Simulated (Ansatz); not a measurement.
Species: C₃H₁₀NSi, charge 0, multiplicity 2. It need not be the lowest isomer of its formula. 
Coordinates optimised at B3LYP-D3(BJ)/def2-TZVP (Ansatz, a program for electronic structure):
```xyz
15

Si     0.0021    -0.0137     0.0588
C      1.7430     0.2780    -0.5891
C     -0.9789    -1.0559    -1.1629
C     -0.8584     1.6174     0.3623
N      0.0352    -0.8912     1.5870
H      1.7131     0.8622    -1.5125
H      2.2516    -0.6640    -0.8048
H      2.3469     0.8307     0.1335
H     -1.0843    -0.5170    -2.1082
H     -1.9796    -1.2704    -0.7842
H     -0.4817    -2.0055    -1.3697
H     -1.8643     1.4561     0.7551
H     -0.9428     2.1985    -0.5591
H     -0.3098     2.2190     1.0900
H      0.6405    -1.7160     1.5663
```
Charge 0, spin multiplicity 2.

Total electronic energies in hartree. Valence correlation only, unless marked. Open shells are spin-unrestricted. Spin-orbit coupling is left out. No relativistic terms. Basis-set limits of correlation are two-point, X^-3; Hartree-Fock from the larger set. The bracket is a focal-point correction in the basis named.

```json
[
 {"level": "HF/STO-3G", "program": "Ansatz", "energy (Eh)": "-457.42085"},
 {"level": "HF/cc-pV(Q+d)Z", "program": "Ansatz", "energy (Eh)": "-462.91958"},
 {"level": "revPBE/def2-TZVPD", "program": "Ansatz", "energy (Eh)": "-464.53275"},
 {"level": "PBE0-D3(BJ)/def2-TZVP", "program": "Ansatz + dftd3", "energy (Eh)": "-464.32329"},
 {"level": "PBE0/def2-TZVP", "program": "Ansatz", "energy (Eh)": "-464.31261"},
 {"level": "PBE0/def2-TZVPD", "program": "Ansatz", "energy (Eh)": "-464.31402"},
 {"level": "HSE06/def2-TZVPD", "program": "Ansatz", "energy (Eh)": "[?]"},
 {"level": "CCSD(T)/STO-3G", "program": "Ansatz", "energy (Eh)": "-457.71643"},
 {"level": "RI-MP2/CBS(cc-pV(T+d)Z,cc-pV(Q+d)Z)+[CCSD(T)-MP2]/cc-pV(D+d)Z", "program": "Ansatz", "energy (Eh)": "-463.9424"}
]
```

Problem. Some entries are withheld; supply them.

Solution. 
- HSE06/def2-TZVPD, energy (Eh): -464.29661
